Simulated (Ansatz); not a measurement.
CH₅NSeSi, SMILES `C=N[SiH2][SeH]`, relaxed with RKS PBE0-D4/def2-TZVP in Ansatz 0.2.0 from a PBE-D4/def2-SVP geometry. The force threshold is 0.005 eV/Å; the program also tests the step.

Total charge 0; spin multiplicity 1.

Start:

```xyz
9

C    -0.818    1.411    0.549
N    -0.648    0.236    1.008
Si    0.393   -1.017    0.332
Se    1.570   -0.450   -1.581
H    -0.312    1.807   -0.371
H    -1.501    2.122    1.069
H    -0.484   -2.205    0.072
H     1.441   -1.332    1.357
H     0.359   -0.572   -2.434
```

```csv
step,energy (eV),largest force (eV/Å),largest move (Å)
1,-75823.4153,0.785,0.000
2,-75823.4602,0.269,0.042
3,-75823.4617,0.233,0.020
4,-75823.4629,0.137,0.021
5,-75823.4645,0.058,0.009
6,-75823.4646,0.039,0.003
7,-75823.4648,0.011,0.025
8,-75823.4648,0.007,0.009
9,-75823.4648,0.009,0.005
10,-75823.4648,0.002,0.002
```

End:

```xyz
9

C    -0.805    1.397    0.547
N    -0.642    0.235    0.997
Si    0.383   -0.998    0.333
Se    1.538   -0.424   -1.558
H    -0.302    1.780   -0.353
H    -1.479    2.094    1.058
H    -0.475   -2.171    0.055
H     1.421   -1.310    1.342
H     0.361   -0.602   -2.419
```

Run time 33 s (4 threads of an Arm Neoverse V1 on a shared host); peak host memory 0.47 GiB.
